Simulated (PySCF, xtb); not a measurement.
BF₂, SMILES F[B+]F, charge +1.

Harmonic wavenumbers (cm⁻¹) from GFN2-xTB (xtb) at its own minimum, in rising order: 360, 360, 1050, 2159.

Question: What does PBE0-D3(BJ)/def2-TZVP (PySCF 2.14.0) give at its own minimum? (The exact figures need the calculation; the answer reports its results.)

Answer: 459, 459, 1038, 2100. Paired by order, the mean absolute difference is 67 cm⁻¹ and the zero-point energies are 5.6 and 5.8 kcal/mol.
